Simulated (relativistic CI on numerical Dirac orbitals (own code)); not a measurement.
**Hyperfine structure of Yb LXII, mass number 171**

Method of calculation: Dirac-Coulomb-Breit CI, orbitals from a KLI potential per configuration, a model potential for QED, unscaled Slater integrals (own radial code, finite nucleus).

Configuration list (outside the closed core 1s2): 2s²2p⁵, 2s2p⁶, 2p⁶3s, 2p⁶3p, 2s²2p⁴3s, 2p⁶3d, 2s²2p⁴3p, 2s²2p⁴3d, 2s2p⁵3s, 2s2p⁵3p, 2s2p⁵3d, 2s²2p⁴4s, 2s²2p⁴4p, 2s²2p⁴4d, 2s²2p⁴4f, 2s²2p³3s². Levels of other configurations are missing.

Nuclear spin I = 1/2, μ = 0.4923 μN (tables of Stone and Pyykkö). The electronic factors are computed for point nuclear moments, without core polarisation or the Bohr-Weisskopf and QED corrections.

```csv
Level,E (eV),A (GHz)
2s²2p⁵ ²P°3/2,0.00,673.7
2s²2p⁵ ²P°1/2,1077.07,5614
2s2p⁶ ²S1/2,1517.75,17600
2s²2p⁴3s ⁴P5/2,7531.02,1515
2s²2p⁴3s ²P3/2,7541.33,-171.5
2s²2p⁴3s ²S1/2,7590.96,4888
2s²2p⁴3p ²P°1/2,7712.97,1594
2s²2p⁴3p ²D°5/2,7957.07,493.1
```

Levels with J = 0, under 50 % of one LS term, or S terms without an open s electron are left out. Small factors come from cancelling terms and can be off by tens of per cent or more.

At this charge energies of transitions that change n are usually good to better than 1 %, and those within a shell (Δn = 0) to a few per cent.

Problem. Give the hyperfine levels of 2s²2p⁵ ²P°1/2 relative to its centre of gravity.

Solution. With K = F(F + 1) − I(I + 1) − J(J + 1), E = AK/2: F = 0: -4210, F = 1: 1403 GHz.

LS names give the leading component of a level, which can be under half, so a name can repeat, a term be missing and a line seem to break the LS rules.
